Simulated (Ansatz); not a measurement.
`C#CC[SiH2][GaH2]` and `C#CC[SeH]` differ in one atom or group.

Ansatz, PBE0-D4/def2-TZVP geometries, multiplicity 1. Each molecule was computed in one conformer, which needn't be the lowest.

Scalar relativity is left out up to krypton. Spin–orbit coupling is left out; it splits and shifts lone-pair levels of the heavy atoms by tenths of an eV.

```csv
property,`C#CC[SiH2][GaH2]`
size of the dipole moment (PBE/def2-TZVPP) / D,2.06
HOMO energy (PBE/def2-TZVPP) / eV,-6.08
HOMO–LUMO gap (PBE0/def2-TZVPP) / eV,6.14
HOMO energy (PBE0/def2-TZVPP) / eV,-7.12
size of the dipole moment (ωB97M-V/def2-TZVPP) / D,1.99
HOMO energy (ωB97M-V/def2-TZVPP) / eV,-9.15
```

Q: Give the same properties after the change, and the shifts. (An estimate is asked.)

A: The calculation gave: 
```tsv
property	`C#CC[SeH]`	shift
size of the dipole moment (PBE/def2-TZVPP) / D	1.26	-0.80
HOMO energy (PBE/def2-TZVPP) / eV	-5.55	0.53
HOMO–LUMO gap (PBE0/def2-TZVPP) / eV	6.38	0.24
HOMO energy (PBE0/def2-TZVPP) / eV	-6.73	0.39
size of the dipole moment (ωB97M-V/def2-TZVPP) / D	1.25	-0.74
HOMO energy (ωB97M-V/def2-TZVPP) / eV	-8.95	0.20
```

With PBE0 the HOMO rises by 0.39 eV and the LUMO rises by 0.63 eV, so the gap widens by about 0.24 eV. PBE moves the HOMO by 0.53 eV and ωB97M-V by 0.20 eV. The zero-point energy changes by -59.7 kJ/mol with -12 modes. Dipoles are sizes alone; their direction can turn.

Positive LUMOs are unbound, so they and the gaps depend on the basis.
